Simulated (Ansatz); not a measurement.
The same hydrolysis along the group F, Cl, Br.

Isolated molecules relaxed with PBE0-D4/def2-TZVP in Ansatz; ΔE leaves out vibrations. CBS: MP2 limit from def2 TZ/QZ plus the TZ coupled-cluster correction, frozen cores. This one scheme is used for every species. For Br, Ga outer-core shells are correlated without core-valence functions, which leaves a few kJ/mol of doubt a bond. Scalar relativity is left out up to krypton. Each species was taken in one conformer, which may not be the lowest.

```json
{"reaction": "`[OH][Ga]([F])[O][SiH3]` + H₂O → `[OH][Ga]([OH])[O][SiH3]` + H–F", "MP2/CBS(def2) (kJ/mol)": "18", "CCSD(T)/CBS(def2) (kJ/mol)": "19"}
{"reaction": "`[OH][Ga]([Cl])[O][SiH3]` + H₂O → `[OH][Ga]([OH])[O][SiH3]` + HCl", "MP2/CBS(def2) (kJ/mol)": "60", "CCSD(T)/CBS(def2) (kJ/mol)": "59"}
{"reaction": "`[OH][Ga]([Br])[O][SiH3]` + H₂O → `[OH][Ga]([OH])[O][SiH3]` + HBr", "MP2/CBS(def2) (kJ/mol)": "74", "CCSD(T)/CBS(def2) (kJ/mol)": "71"}
```

Largest T1 diagnostic: 0.014, for `[OH][Ga]([F])[O][SiH3]`.
